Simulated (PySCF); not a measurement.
**Co₂Se: from structure and modes to constants**

Method: UPBE0 in PySCF with Se def2-SVP, Co def2-SVP; no relativity; density-fitted integrals.

The quintet minimum has C2v symmetry. Masses (u): Se 79.91652, Co 58.93320.

```xyz
3
charge 0 multiplicity 5, angstrom
Se    0.0000    0.0000   -1.0788
Co    1.3128    0.0000    0.7311
Co   -1.3128    0.0000    0.7311
```

Harmonic wavenumbers (cm⁻¹): 113.7 (a1, ×1), 250.0 (b2, ×1), 328.0 (a1, ×1).

Find the principal moments of inertia and the rotational constants. What kind of rotor is it?

About the centre of mass I = 156, 203.12, 359.13 u Å². With B = 16.8576/I this gives 0.1081, 0.08299, 0.04694 cm⁻¹. The molecule is an asymmetric top with κ = 0.18.

What is the harmonic zero-point energy?

Half the sum of all 3 wavenumbers, 692/2 = 346 cm⁻¹, which is 4.1 kJ/mol (1 cm⁻¹ = 0.0119627 kJ/mol).

Find the vibrational entropy and heat capacity at 298.15 K.

With u = 1.43878 ω/T, each mode gives S = R[u/(eᵘ−1) − ln(1−e⁻ᵘ)] and C = R u² eᵘ/(eᵘ−1)².
```csv
ω (cm⁻¹),u,S (J/(mol K)),C (J/(mol K))
113.7,0.549,13.41,8.11
250.0,1.206,7.24,7.38
328.0,1.583,5.31,6.78
```
The sums over all modes are S = 26.0 and C = 22.3 J/(mol K); the softest mode gives 52 % of the entropy.

Give the standard entropy (298.15 K, 1 bar) by its translational, rotational, vibrational and spin parts, and Cp.

Sackur–Tetrode with M = 197.78 u gives 174.8; rotation with symmetry number 2 gives 110.3; vibration 26.0; spin R ln 5 = 13.4. The total is 324.4 J/(mol K), and Cp = 4 R + 22.3 = 55.5 J/(mol K).

Other isomers or separated fragments may lie lower. With open d or f shells other occupations or spin states may lie lower.
